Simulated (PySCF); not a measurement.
Species: C4H9OSi (doublet state).
Geometry (GFN2-xTB, Å), atoms numbered from 1 in this order:
```
atom  x, y, z in Å
C1    -2.705   -0.069   -0.014
C2    -1.401    0.336   -0.684
O3    -0.328   -0.293   -0.042
Si4    1.153   -0.676   -0.554
C5     2.376   -0.671    0.793
C6     2.612    0.567    0.043
H7    -2.847   -1.144   -0.098
H8    -3.540    0.440   -0.488
H9    -2.675    0.194    1.040
H10   -1.262    1.423   -0.616
H11   -1.423    0.063   -1.747
H12    1.144   -1.026   -1.971
H13    3.199   -1.376    0.826
H14    2.112    1.465    0.383
H15    3.580    0.777   -0.399
```

The hyperfine couplings belong to this conformer and change with its torsions.

Identity: `CCO[Si@@H]1[CH]C1` [radical].

Computed with PySCF, UKS B3LYP, pcH-1 on C H O Si, non-relativistic, mean-field spin-orbit, GIAO. Isolated species at its GFN2-xTB geometry (one conformer only). The geometry wasn't refined by DFT: couplings that depend on bond lengths, twists or pyramidal angles can differ widely from those at the functional's own minimum. No stability test was run, so a lower SCF solution isn't excluded.

Problem. Give the isotropic g value and a_iso(1H) at H14.

Solution. g_iso = 2.00356 and a = +111.12 MHz, or +3.963 mT (Mulliken spin population +0.04).

Problem. Take this nucleus alone (I = 1/2, g_N = 5.5857) with S = 1/2. Where do its 2 lines fall at 3.262 GHz to first order, to second order and exactly?

Solution. First order: B = B0 − a·mI with B0 = 116.324 mT. Second order subtracts a²[I(I+1) − mI²]/(2B0). The exact fields come from the Breit–Rabi levels of H = g μB B Sz − g_N μN B Iz + a S·I.

```csv
mI,first order (mT),second order (mT),exact (mT),exact − first order
−1/2,118.305,118.272,118.272,-0.033
+1/2,114.343,114.309,114.309,-0.034
```

Problem. What g and a would be read from the two outer exact lines by first-order rules?

Solution. Their midpoint, 116.290 mT, gives an apparent g of 2.00414 (true 2.00356), and their distance over 2I an apparent |a| of 3.964 mT (true 3.963).

Problem. What levels remain at zero field?

Solution. F = I ± 1/2 = 1 and 0, at a·I/2 = +27.8 MHz and −a(I+1)/2 = -83.3 MHz, that is |a|(I + 1/2) = 111.1 MHz apart; F = 0 lies lower.

Other couplings of abundant isotopes, left aside here: 1 × 1H 34 MHz, 1 × 1H 19 MHz, 1 × 1H 14 MHz, 1 × 1H 3 MHz, 1 × 1H 2 MHz.
